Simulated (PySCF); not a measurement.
Correlation energy of Ni (nickel, neutral)

[Ar] 3d8 4s2, high-spin 3F determinant. Computed with PySCF 2.14 in dyall-av2z (16s12p7d2f, 101 functions), with the non-relativistic Hamiltonian (point nucleus). Frozen: [Ar]; 10 electrons correlated; the 33 highest virtual orbitals of each spin left out.

MP2 pair energies summed by pair of shells (mhartree):

```
 pair   energy  share (%)
3d-3d  -231.72       79.5
3d-4s   -37.18       12.8
4s-4s   -22.42        7.7
```

Total MP2 correlation energy: -291.32 mhartree.

Same-spin part -103.33 and opposite-spin part -187.99 mhartree; SCS-MP2 scales them by 1/3 and 6/5 to -260.03 mhartree.
